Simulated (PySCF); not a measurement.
These 2 structures share the formula C9H21P. Computed with PBE0-D3(BJ)/def2-SVP geometry optimisation, gas phase (PySCF 2.14.0). Energies are electronic, without zero-point or thermal terms, for one conformer each. No frequencies were run at this level. Point groups hold within 0.08 Å.

Question: Order them by energy at this level, lowest first, and give relative energies in kcal/mol.
A. `[CH3:1][CH:2]([CH3:3])[P:4]([CH:5]([CH3:6])[CH3:7])[CH:8]([CH3:9])[CH3:10]` with C1–C2–P4–C5 58°, C2–P4–C5–C6 54°, C2–P4–C8–C9 -22°
B. `[CH3:1][CH2:2][CH2:3][P:4]([CH2:5][CH2:6][CH3:7])[CH2:8][CH2:9][CH3:10]` with C1–C2–C3–P4 -177°, C2–C3–P4–C5 -78°, C3–P4–C5–C6 -179°, P4–C5–C6–C7 -177°, C3–P4–C8–C9 -78°

Answer: B (0.0), A (2.7).

| SMILES | E (Eh) | E rel (kcal/mol) | dipole (D) | point group | A, B, C (MHz) |
| --- | --- | --- | --- | --- | --- |
| CCCP(CCC)CCC | -696.06645 | 0.0 | 1.13 | C3 | 764.2, 763.4, 407.8 |
| CC(C)P(C(C)C)C(C)C | -696.06222 | 2.7 | 1.29 | C1 | 1102, 1003, 700.1 |

How do the relative energies change in single points at PBE0/pcSseg-1 (no added dispersion term) on the same geometries?

```json
{"SMILES": "CCCP(CCC)CCC", "PBE0-D3(BJ)/def2-SVP (kcal/mol)": "0.0", "PBE0/pcSseg-1 (kcal/mol)": "0.0", "shift": "0.0"}
{"SMILES": "CC(C)P(C(C)C)C(C)C", "PBE0-D3(BJ)/def2-SVP (kcal/mol)": "2.7", "PBE0/pcSseg-1 (kcal/mol)": "5.4", "shift": "+2.7"}
```

Each column counts from its own lowest isomer. The order is unchanged; the largest shift is 2.7 kcal/mol.

As an exercise, what shares would exp(−E/RT) give at 500 K from these electronic energies alone (no entropy, no degeneracies)?

RT = 0.994 kcal/mol: CCCP(CCC)CCC 93.5 %, CC(C)P(C(C)C)C(C)C 6.5 %.
